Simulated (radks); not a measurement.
Spherical jellium clusters: N electrons in a uniform positive sphere of charge N and radius rs N^(1/3), rs = 3.56 bohr. Method: non-relativistic Kohn-Sham, PBEsol, spin-polarised, spherical densities; computed with a radial shooting solver with Libxc functionals. Levels are named by radial order and angular momentum (1s, 1p, 1d, 2s, ...), and open shells are averaged over m.

N = 26, configuration 1s2 1p6 1d10 2s2 1f(up 6, down 0). This is the lowest configuration that the search found. Occupied levels:

| level | occupation | eigenvalue (eV) | <r> (bohr) |
|---|---|---|---|
| 1s up | 1 | -6.0564 | 6.565 |
| 1s down | 1 | -5.8835 | 6.091 |
| 1p up | 3 | -5.2406 | 7.707 |
| 1p down | 3 | -4.9350 | 7.405 |
| 1d up | 5 | -4.1929 | 8.498 |
| 1d down | 5 | -3.7995 | 8.322 |
| 2s up | 1 | -3.6257 | 6.828 |
| 2s down | 1 | -3.4043 | 7.017 |
| 1f up | 6 | -2.9547 | 9.179 |

Energy (eV): total -46.8888, kinetic 57.118, external -2062.8, Hartree 1017.9, exchange-correlation -105.60, background 1046.5.
